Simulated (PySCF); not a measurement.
# Correlation energy of I²⁺ (iodine, charge +2)

Starting occupation: [Kr] 4d10 5s1 5p4, 5s1/2 with m_j = +1/2, 5p1/2 with m_j = +1/2, 5p3/2 with m_j = -1/2, +1/2, +3/2. Computed with PySCF 2.14 in x2c-TZVPall-2c with one added diffuse shell each of s, p, d, f type (9s10p6d3f, 90 functions), with X2C-1e with screened-nucleus spin-orbit coupling, Gaussian nucleus. Frozen: [Ar] 3d10; 23 electrons correlated; the 6 highest virtual spinors left out.

MP2 pair energies summed by pair of shells (mhartree):

```tsv
pair	energy	share (%)
4d-4d	-254.00	44.4
4d-5p	-94.76	16.6
4d-4p	-66.98	11.7
5p-5p	-56.82	9.9
4p-4p	-28.56	5.0
4d-4s	-19.02	3.3
4d-5s	-15.90	2.8
4p-4s	-10.45	1.8
4p-5p	-8.76	1.5
5p-5s	-8.65	1.5
4p-5s	-3.87	0.7
4s-4s	-2.33	0.4
4s-5p	-1.37	0.2
4s-5s	-0.38	0.1
```

Total MP2 correlation energy: -571.85 mhartree.

The GHF reference relaxed away from the jj start to a determinant that is no pure jj level (⟨S²⟩ = 3.73, ⟨J²⟩ = 8.77); the energies belong to that determinant.

This basis was not built for core-valence correlation, so the inner-shell part is incomplete.
